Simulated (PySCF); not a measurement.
Electron correlation in Pt(4+) (platinum, charge +4)

Starting occupation: [Xe] 4f14 5d6, 5d3/2 with m_j = -3/2, -1/2, +1/2, +3/2, 5d5/2 with m_j = +3/2, +5/2. Calculation: PySCF 2.14, in x2c-TZVPPall-2c (11s11p10d3f1g, 124 functions); X2C-1e with screened-nucleus spin-orbit coupling, Gaussian nucleus. Frozen: [Kr] 4d10 4f14; 14 electrons correlated; the 34 highest virtual spinors left out.

MP2 pair energies summed by pair of shells (mhartree):

```
 pair   energy  share (%)
5d-5p  -139.40       42.7
5d-5d   -90.86       27.8
5p-5p   -52.08       16.0
5p-5s   -22.04        6.8
5d-5s   -18.66        5.7
5s-5s    -3.36        1.0
```

Total MP2 correlation energy: -326.40 mhartree.

The GHF reference relaxed away from the jj start to a determinant that is no pure jj level (⟨S²⟩ = 5.58, ⟨J²⟩ = 20.04); the energies belong to that determinant.

This basis was not built for core-valence correlation, so the inner-shell part is incomplete.
